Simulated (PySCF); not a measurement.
C5H9F. Atoms are numbered in the order given.

```xyz
15

C      1.8010    -0.8369    -0.3847
C      0.4878    -0.1676    -0.7192
C     -0.7565    -0.4294     0.1180
C     -2.1216    -0.5740    -0.5128
C     -0.0655     0.8956     0.1835
F      0.6384     1.2014     1.3179
H      1.8419    -1.8580    -0.7969
H      2.6510    -0.2704    -0.7988
H      1.9454    -0.8995     0.7036
H      0.3094    -0.0050    -1.7892
H     -0.5756    -1.0553     1.0001
H     -2.9246    -0.3501     0.2086
H     -2.2395     0.1124    -1.3668
H     -2.2809    -1.5979    -0.8892
H     -0.5445     1.7852    -0.2417
```

Geometry optimised at B3LYP-D3(BJ)/def2-SVP. The structure was generated by enumeration; whether it is a known compound was not checked.

Level of theory: B3LYP/pcSseg-1 in PySCF.

GIAO shieldings, no solvent; atoms listed in one row are averaged. δ = σ(ref) − σ: ¹³C against TMS (σ = 181.3 ppm); ¹⁹F against CFCl3 (σ = 161.7 ppm); ¹H against TMS (σ = 31.68 ppm), references at their B3LYP-D3(BJ)/def2-TZVP geometries, non-relativistic.

```csv
nucleus,atoms,count,δ (ppm)
¹³C,C5,1,83.7
¹³C,"C2, C3",2,24.4
¹³C,C4,1,20.0
¹³C,C1,1,15.6
¹⁹F,F6,1,-252.9
¹H,H15,1,4.27
¹H,"H7, H8, H9",3,1.53
¹H,"H12, H13, H14",3,1.33
¹H,H11,1,0.75
¹H,H10,1,0.57
```
